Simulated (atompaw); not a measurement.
**What one change does to a pseudopotential (phosphorus, PAW (atompaw))**

* Element: phosphorus (P)
* Generator: atompaw 4.2.0.5
* Type: PAW
* Functional: LDA (PW92)
* Relativity: non-relativistic
* Frozen core: [Ne]
* Valence charge: 5
* Reference configuration: 3s2 3p2.75 (charge +0.25)
* Partial waves: 3s (bound): rc 1.60 bohr; 3s channel at 1.2 Ry: rc 1.60 bohr; 3p (bound): rc 1.60 bohr; 3p channel at 0.5 Ry: rc 1.60 bohr
* Local potential: bessel scheme, radius 1.10 bohr
* Core correction: smooth core density matched at 1.00 bohr
* Augmentation charge: besselshape compensation charge, radius 1.35 bohr; PAW radius 1.60 bohr; waves and projectors: custom polynom2 7 10 vanderbiltortho

Change: local potential bessel scheme, radius 1.24 bohr.

Cutoffs: the cutoffs (Ry, on a coarse ladder) from which the occupation-weighted sum of valence levels, in a spherical-Bessel basis at the reference potential, stays within 10 and 1 mRy of its value at 400 Ry; they do not see the model core or the augmentation charge, which bear on the density cutoff.

**Question.** What does the change do?

**Answer.** The potential gets neither clearly harder nor softer (12 Ry and 18 Ry → 12 Ry and 18 Ry); the range in which the s phases agree widens (upper end -0.2 → at the end of the scan); neither file shows a bound ghost.

```csv
quantity,base,changed
"cutoff, loose",12 Ry,12 Ry
"cutoff, tight",18 Ry,18 Ry
loose cutoff by channel (10 mRy a level),"s 8 Ry, p 8 Ry","s 10 Ry, p 8 Ry"
bound ghosts,none,none
s: phases at 1.61 bohr within 0.05 rad from the reference energy up to (Ry; the scan ends near 5),-0.2,to the end of the scan
p: phases at 1.61 bohr within 0.05 rad from the reference energy up to (Ry; the scan ends near 5),to the end of the scan,to the end of the scan
lowest overlap eigenvalue by channel,"s 0.05, p 0.58","s 0.10, p 0.60"
```

 The cutoffs see the waves, projectors and local potential, not the compensation charge or the core.
